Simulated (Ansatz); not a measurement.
Reaction: CH4BCl (SMILES CBCl) → CH4B (SMILES [BH]C, doublet) + Cl (doublet) (the B-Cl bond breaks)
Each species at its own B3LYP-D3(BJ)/def2-TZVP minimum (Ansatz, a program for electronic structure).

Total energies in hartree (Ansatz). UHF or UKS for unpaired electrons; spin-orbit terms are left out. Correlated methods leave the cores frozen. No relativity.

```tsv
species	HF/cc-pV(T+d)Z	CCSD(T)/cc-pV(T+d)Z	HF/cc-pV(Q+d)Z	CCSD(T)/cc-pV(Q+d)Z	CCSD(T)/cc-pV(D+d)Z	CCSDT(Q)/cc-pV(D+d)Z
1: CH4BCl (SMILES ClBC)	-524.46657	-524.99604	-524.47425	-525.03833	-524.85350	-524.85508
2: CH4B (SMILES [BH]C, doublet)	-64.82765	-65.12337	-64.83179	-65.14141	-65.05676	-65.05775
3: Cl (doublet)	-459.48556	-459.67356	-459.48916	-459.69449	-459.60403	-459.60445
```

Work out the bond dissociation energy (electronic) in kcal/mol: take Hartree-Fock from cc-pV(Q+d)Z, extrapolate the CCSD(T) correlation energy as X^-3 (X = 3, 4), and add CCSDT(Q) - CCSD(T) in cc-pV(D+d)Z. 1 hartree = 627.51 kcal/mol.


Species 1: correlation (64·(-0.56408) - 27·(-0.52947))/37 = -0.58934; step -0.00158; E1 = -524.47425 + (-0.58934) + (-0.00158) = -525.06517
Species 2: correlation (64·(-0.30962) - 27·(-0.29572))/37 = -0.31976; step -0.00099; E2 = -64.83179 + (-0.31976) + (-0.00099) = -65.15254
Species 3: correlation (64·(-0.20533) - 27·(-0.18800))/37 = -0.21798; step -0.00042; E3 = -459.48916 + (-0.21798) + (-0.00042) = -459.70756
-1·E1 +1·E2 +1·E3 = 0.20507 hartree = 128.7 kcal/mol.
